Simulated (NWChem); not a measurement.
GeH4S3; SMILES [SH][GeH]([SH])[SH]

```xyz
8

Ge    -0.0029     0.0528    -0.3491
S     -1.7430    -1.0532     0.5636
S      0.1374     2.2115     0.2454
S      1.8499    -0.9953     0.3729
H     -0.1333     0.0763    -1.8888
H     -2.6631    -0.4836    -0.2473
H      0.1420     1.9637     1.5737
H      1.3704    -2.2372     0.1344
```
Atoms are numbered in this order, from 1.

Level: B3LYP/6-31G* (spherical d) (NWChem), optimised geometry, unscaled harmonic frequencies. 

| frequency (cm⁻¹) | IR intensity (km/mol) |
|---|---|
| 103 | 1.3 |
| 120 | 5.5 |
| 145 | 4.1 |
| 168 | 9.0 |
| 187 | 23.5 |
| 235 | 47.1 |
| 360 | 5.6 |
| 396 | 48.9 |
| 403 | 52.8 |
| 632 | 41.5 |
| 662 | 69.8 |
| 749 | 11.0 |
| 772 | 6.2 |
| 814 | 47.1 |
| 2115 | 105.3 |
| 2668 | 5.4 |
| 2669 | 6.3 |
| 2680 | 3.0 |

```yaml
zero_point_energy: 22.7 kcal/mol
thermal correction to the enthalpy at 298.15 K (with zero-point energy): 28.4 kcal/mol
heat capacity Cv: 25.7 cal/(mol K)
entropy at 298.15 K and 1 atm (symmetry number 1): 90.3 cal/(mol K)
dipole_moment: 1.43 D
```

Rigid rotor and harmonic oscillator.
